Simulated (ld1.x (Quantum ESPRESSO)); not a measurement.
u(r) = r·R(r): atom against pseudo-atom (arsenic)

Columns: radius, all-electron u(r) and pseudo u(r) of the 4s shell (level -14.49 eV) of arsenic in the configuration [Ar] 3d10 4s2 4p3; PBE, scalar-relativistic, PAW scheme, ld1.x (Quantum ESPRESSO) 7.5.

```tsv
r (bohr)	all-electron	pseudo
0.095	-0.1652	-0.0691
0.190	-0.1530	-0.1378
0.285	0.1395	-0.2059
0.380	0.3382	-0.2729
0.475	0.3706	-0.3384
0.570	0.2803	-0.4020
0.665	0.1255	-0.4630
0.760	-0.0507	-0.5210
0.855	-0.2220	-0.5753
0.950	-0.3746	-0.6252
1.045	-0.5026	-0.6701
1.140	-0.6047	-0.7093
1.235	-0.6820	-0.7422
1.330	-0.7372	-0.7681
1.425	-0.7732	-0.7866
1.520	-0.7929	-0.7972
1.615	-0.7991	-0.7998
1.710	-0.7941	-0.7941
1.805	-0.7803	-0.7803
1.900	-0.7596	-0.7596
1.995	-0.7337	-0.7337
2.090	-0.7039	-0.7039
2.185	-0.6715	-0.6715
2.280	-0.6374	-0.6374
2.375	-0.6026	-0.6026
2.470	-0.5675	-0.5675
```

How many radial nodes do the two functions have?

The all-electron 4s function has n − l − 1 = 3 (the table is too coarse to show those close to the nucleus); the pseudo-wave has 0, since the states of the same l below it are removed with the core.

At about which radius was the pseudo-wave matched?

1.75 bohr, where the columns begin to agree (steps of 0.10 bohr).

Where does each function peak?

Outermost all-electron maximum near 1.61 bohr, pseudo maximum near 1.61 bohr (to the table’s step).

Is the pseudo-wave norm-conserving?

No, it belongs to a PAW set: the norm inside the radius is not constrained, and the difference is carried by the augmentation charge.
